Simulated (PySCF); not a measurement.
Molecule: sum formula SiN$_{2}$H$_{5}$, net charge 0, doublet state. It need not be the lowest isomer of its formula. 
Structure (B3LYP-D3(BJ)/def2-TZVP (Ansatz) minimum search):
```xyz
8

N      1.3748    -0.3507     0.2895
Si    -0.0161     0.4370    -0.3625
N     -1.3737    -0.4407     0.2172
H      2.2439     0.1525     0.3827
H      1.5329    -1.3328     0.1223
H      0.1277     1.8515     0.1208
H     -2.2637    -0.4337    -0.2503
H     -1.4226    -0.8154     1.1530
```
Charge 0, spin multiplicity 2.

Dispersion corrections to the total energy (kcal/mol) from the dftd3 and dftd4 libraries through PySCF: D3(BJ) without and D4 with the three-body term, each with the damping fitted for the functional named.

```
functional  D3(BJ)     D4
----------  ------  -----
TPSSh        -3.66  -3.65
B2GP-PLYP    -2.21  -1.23
PBE          -3.19      …
CAM-B3LYP    -2.45  -2.49
BHLYP            …  -3.58
HF          -28.69      …
revPBE       -8.18  -9.84
```

**Question.** What belongs in the gaps?

**Answer.** 
- PBE, D4: -3.00
- BHLYP, D3(BJ): -4.50
- HF, D4: -11.45
